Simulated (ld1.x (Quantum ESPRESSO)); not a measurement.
**Configuration tests for fluorine (TM)**

```
Element                 : F (Z = 9)
Generator               : ld1.x (Quantum ESPRESSO) 7.5
Type                    : norm-conserving Troullier–Martins (Kleinman–Bylander form)
Functional              : PBE
Relativity              : scalar-relativistic
Frozen core             : [He]
Valence charge          : 7
Reference configuration : 2s1.5 2p5.5
Partial waves           : 2s (bound): rc 0.55 bohr; 2p (bound): rc 1.20 bohr; 3d channel at 0.45 Ry: rc 1.05 bohr
Local potential         : all-electron potential smoothed inside 1.05 bohr (lloc = -1)
Core correction         : none
```

Energies are relative to the spin-unpolarised reference configuration 2s1.5 2p5.5; without spin polarisation the order of configurations can differ from experiment. The frozen-core shift is the all-electron ΔE with the core orbitals held at their reference shape minus the fully relaxed ΔE.

```
valence configuration  charge  ΔE all-electron (eV)  error AE − PS (meV)  frozen-core shift (meV)
              2s2 2p5       0                -9.400                 +4.2                     +0.1
              2s2 2p4      +1                 9.990                  +28                     +0.1
              2s1 2p6       0                 9.413                 +4.1                     +0.1
            2s2 2p5.3    -0.3               -12.070                 +1.4                     +0.1
              2s2 2p2      +3               109.012                 +478                     +3.9
            2s2 2p4.5    +0.5                -1.857                  +12                     +0.1
```

(1) What are ΔE and the potential's error for 2s2 2p3?

Levels in the configuration 2s2 2p5:

| level | all-electron (eV) | pseudo (eV) |
| --- | --- | --- |
| 2s | -29.900 | -29.905 |
| 2p | -11.112 | -11.099 |

Results:

(1) ΔE = 48.375 eV all-electron; the error (AE − PS) is +131 meV.
